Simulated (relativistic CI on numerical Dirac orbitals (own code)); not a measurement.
## Pt XXVII: q coefficients and field-shift factors

Method of calculation: Dirac-Coulomb-Breit CI, KLI orbitals optimised for each configuration, derivatives by finite differences, unscaled Slater integrals, QED left out (own radial code, finite nucleus).

CI space (outside the closed core [Kr] 4d10): 4f6, 4f5.5s, 4f4.5s2. Levels of other configurations are missing.

With x = (α/α₀)² − 1 an excitation energy changes as ω = ω₀ + qx; K = 2q/ω₀ is the relative enhancement. Terms are leading LS components, so labels can repeat. The field-shift factor is F = δν/δ⟨r²⟩ for the transition from the lowest level.

Lowest level 4f6 7F_0.

```
   Level  ω₀ (cm⁻¹)  q (cm⁻¹)      K  F (GHz/fm²)
4f6 7F_1    11913.3     27100   4.55         1.27
4f6 7F_2    22801.2     44810   3.93         2.15
4f6 7F_3    31882.8     55360   3.47          2.7
4f6 7F_4    39405.6     61480   3.12         3.05
4f6 7F_5    45264.2     63380    2.8          3.2
4f6 7F_6    48162.1     55130   2.29          2.9
4f6 7F_0    49692.0     38560   1.55          2.2
4f6 5D_1    68430.6     54110   1.58         3.06
4f6 5L_6    72786.1     29640  0.814          2.1
4f6 5D_2    85671.3     63190   1.48         3.65
4f6 5G_2    86729.8     33210  0.766          2.4
4f6 5L_7    89308.1     48500   1.09         3.09
4f6 5H_3    90487.8     38460   0.85         2.66
```

At this charge energies of transitions that change n are usually good to better than 1 %, and those within a shell (Δn = 0) to a few per cent. Terms inside the open d or f shell come out 10 to 20 % too wide with unscaled integrals.
